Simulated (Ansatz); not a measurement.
FH4PSSn, SMILES `[F][SnH2][PH]S`, relaxed with RKS PBE-D4/def2-SVP in Ansatz from a rough embedded geometry. The force threshold is 0.03 eV/Å; the program also tests the step.

Total charge 0; spin multiplicity 1. Sn takes the def2 core potential.

Start:

```xyz
8

F     1.601    0.823   -1.535
Sn    0.158    1.106   -0.314
P    -1.141   -0.977   -0.227
S     0.275   -2.076    0.903
H     0.782    1.461    1.301
H    -0.869    2.439   -0.856
H    -1.926   -0.603    0.981
H     1.120   -2.175   -0.253
```

Problem. By how much does the energy fall, and how many steps does the optimiser take? (Estimate.)

Solution. Ansatz gave: 0.34 eV, in 15 steps, 1 of them rejected.

Problem. Which bonds change most? (An estimate is asked.)

Solution. Ansatz gave: Sn2–P3 from 2.457 to 2.559 Å; S4–H8 from 1.435 to 1.363 Å; F1–Sn2 from 1.912 to 1.969 Å; P3–S4 from 2.119 to 2.173 Å.

Problem. Give the relaxed structure. (Best estimate.)

Solution. The calculation gave: 
```xyz
8

F     1.484    1.190   -1.646
Sn    0.094    1.271   -0.254
P    -0.997   -1.043   -0.328
S     0.389   -2.043    1.013
H     0.969    1.541    1.216
H    -0.924    2.594   -0.741
H    -1.927   -0.692    0.721
H     0.911   -2.817    0.020
```
